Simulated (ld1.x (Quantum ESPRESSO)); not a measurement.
# What one change does to a pseudopotential (Si, TM semilocal)

```json
{"Element": "silicon (Si)", "Generator": "ld1.x (Quantum ESPRESSO) 7.5", "Type": "norm-conserving Troullier–Martins (semilocal form)", "Functional": "PBE", "Relativity": "scalar-relativistic", "Frozen core": "[Ne]", "Valence charge": "4", "Reference configuration": "3s2 3p2", "Partial waves": "3s (bound): rc 1.55 bohr; 3p (bound): rc 1.45 bohr", "Local potential": "the p channel", "Core correction": "none"}
```

All-electron outer shells of the reference configuration (PBE, scalar-relativistic, ld1.x):

| shell | level (eV) | outermost node (bohr) | outermost maximum (bohr) |
| --- | --- | --- | --- |
| 2s | -139.50 | 0.15 | 0.45 |
| 2p | -95.56 | – | 0.39 |
| 3s | -10.81 | 0.72 | 1.80 |
| 3p | -4.08 | 0.72 | 2.17 |

Change: wave 3p (bound): rc 1.45 bohr becomes 3p (bound): rc 1.12 bohr.

Cutoffs: the cutoffs (Ry, on a coarse ladder) from which the occupation-weighted sum of valence levels, in a spherical-Bessel basis at the reference potential, stays within 10 and 1 mRy of its value at 400 Ry; they do not see the model core or the augmentation charge, which bear on the density cutoff. Errors are all-electron minus pseudo energies relative to the spin-unpolarised reference configuration.

Problem. What does the change do?

Solution. The potential gets harder (40 Ry and 60 Ry → 180 Ry and 230 Ry); of the 7 tests that both files solve, the error grows in 6 and shrinks in 0 by more than 15 % and 0.3 meV (median size 1.2 → 36.1 meV); neither file shows a bound ghost. A smaller radius makes the pseudo-wave follow the all-electron one further in, where it bends more sharply, so more plane waves are needed. That the errors move this way runs against the usual rule that smaller radii transfer better. A semilocal file is local in each channel, so a ghost entry of none says nothing of the separable form that plane-wave codes build from it.

| quantity | base | changed |
| --- | --- | --- |
| cutoff, loose | 40 Ry | 180 Ry |
| cutoff, tight | 60 Ry | 230 Ry |
| loose cutoff by channel (10 mRy a level) | s 12 Ry, p 30 Ry | s 12 Ry, p 140 Ry |
| bound ghosts | none | none |
| error for 3s2 3p1, meV [ΔE 7.74 eV] | +0.1 | +6.1 |
| error for 3s2 3p0, meV [ΔE 23.73 eV] | +1.2 | +65 |
| error for 3s1 3p0, meV [ΔE 57.70 eV] | +65 | +88 |
| error for 3s0 3p4, meV [ΔE 13.78 eV] | +29 | +149 |
| error for 3s2 3p2.3, meV [ΔE -0.93 eV] | +0.1 | +0.3 |
| error for 3s2 3p1.5, meV [ΔE 2.92 eV] | 0.0 | +1.2 |
| error for 3s1 3p3, meV [ΔE 6.81 eV] | +6.8 | +36 |
| s: phases at 1.70 bohr within 0.05 rad from the reference energy up to (Ry; the scan ends near 5) | 4.5 | 4.5 |
| p: phases at 1.70 bohr within 0.05 rad from the reference energy up to (Ry; the scan ends near 5) | 1.1 | 0.4 |
